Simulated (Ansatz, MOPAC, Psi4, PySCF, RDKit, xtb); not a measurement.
Pair of molecules: ethylamine (SMILES CCN) (first 10 atoms) with NH3 (SMILES N); geometry from B3LYP-D3(BJ)/def2-TZVP, rigid monomers moved along the line of their centres of mass till N3···H14 is 1.99 Å.
(charge 0, multiplicity 1):
```tsv
atom	x (Å)	y (Å)	z (Å)
C	1.3411	0.2681	0.3568
C	-0.1120	0.6768	0.1757
N	-1.0094	-0.3729	0.6788
H	2.0087	1.0483	-0.0130
H	1.5587	0.0941	1.4108
H	1.5605	-0.6468	-0.2013
H	-0.2981	0.9239	-0.8788
H	-0.3093	1.5816	0.7555
H	-1.9799	-0.1173	0.5373
H	-0.8553	-1.2390	0.1737
N	0.0220	-0.1500	3.4800
H	0.2938	-1.0420	3.8778
H	-0.6675	0.2545	4.1035
H	-0.4360	-0.3382	2.5875
```

```
level                              interaction energy (meV)  cost
---------------------------------  ------------------------  ----
MMFF94                                                -73.3     -
UFF                                                   786.9     -
GFN-FF                                               -281.8     -
AM1                                                    54.5     -
PM3                                                    53.3     -
PM6                                                   -54.5     -
PM7                                                  -243.4     -
GFN1-xTB                                             -138.5     -
GFN2-xTB                                             -143.6     -
HF/3-21G (no counterpoise)                           -283.0     -
HF/6-31G*                                             -14.6     -
HF/6-31G* (no counterpoise)                           -71.1     -
HF/aug-cc-pVDZ                                         34.7     -
PBE/def2-TZVPPD                                      -116.6    ×1
PBE-D3(BJ)/def2-TZVPPD                               -176.9    ×1
PBE-D4/def2-TZVPPD                                   -175.8    ×1
BP86/6-31G* (no counterpoise)                        -194.3     -
r2SCAN/def2-TZVPPD                                   -134.6    ×2
r2SCAN-D3(BJ)/def2-TZVPPD                            -157.8    ×2
r2SCAN-D4/def2-TZVPPD                                -154.7    ×2
B3LYP/3-21G (no counterpoise)                        -435.6     -
B3LYP/6-31G*                                         -109.6     -
B3LYP/6-31G* (no counterpoise)                       -194.2     -
B3LYP/6-311+G** (no counterpoise)                    -104.5     -
B3LYP/def2-TZVPPD                                     -61.7    ×2
B3LYP-D3(BJ)/def2-TZVPPD                             -153.6    ×2
B3LYP-D4/def2-TZVPPD                                 -150.6    ×2
PBE0/def2-TZVPPD                                     -114.2    ×1
PBE0-D3(BJ)/def2-TZVPPD                              -169.0    ×1
PBE0-D4/def2-TZVPPD                                  -167.3    ×1
M06-2X/6-31G* (no counterpoise)                      -268.3     -
wB97X-V/def2-TZVPPD                                  -138.3    ×3
wB97M-V/def2-TZVPPD                                  -141.1    ×3
MP2/6-31G*                                            -90.9     -
MP2/6-31G* (no counterpoise)                         -219.6     -
MP2/aug-cc-pVDZ                                      -110.3     -
SCS-MP2/aug-cc-pVDZ                                   -64.4     -
CCSD/aug-cc-pVDZ                                      -76.5     -
CCSD(T)/aug-cc-pVDZ                                   -98.7   ×20
SAPT0/jun-cc-pV(D+d)Z                                -124.1     -
```

The rows run from -435.6 (B3LYP/3-21G (no counterpoise)) to 786.9 meV (UFF). In aug-cc-pVDZ the value moves HF 34.7, MP2 -110.3, CCSD -76.5, CCSD(T) -98.7, a shift of -133.4 from HF to CCSD(T). The dispersion term adds -60.3 in PBE-D3(BJ), -59.2 in PBE-D4, -23.2 in r2SCAN-D3(BJ). The 6 functionals in def2-TZVPPD without D3 or D4 span 79.4, from wB97M-V to B3LYP.

Monomers are frozen at their geometry in the pair; levels with a basis set take the counterpoise correction. Rows marked so take none. RDKit's UFF carries no charges.

Frozen-core correlation. Rows in 3-21G, 6-311+G**, 6-31G* carry no dispersion term and start afresh at each structure (6-31G* with six Cartesian d functions). MP2/6-31G* freezes PySCF's default core. The state that AM1, PM3, PM6, PM7 reach isn't checked; PM7 holds dispersion and hydrogen-bond terms.

Codes used: Ansatz (Gaussian orbitals); MOPAC for AM1, PM3, PM6, PM7 (differences of heats of formation); Psi4 for SAPT; PySCF for 3-21G rows, 6-311+G** rows, 6-31G* rows, the dispersion terms; RDKit for the force fields; xtb for the GFN methods. Each number belongs to the level named beside it.

Costs are rough ratios of core time to PBE/def2-TZVPPD (about 11 s over the structures, on one shared machine); a dash marks a level with no comparable run of its own.

Ansatz is a quantum-chemistry and plane-wave program.
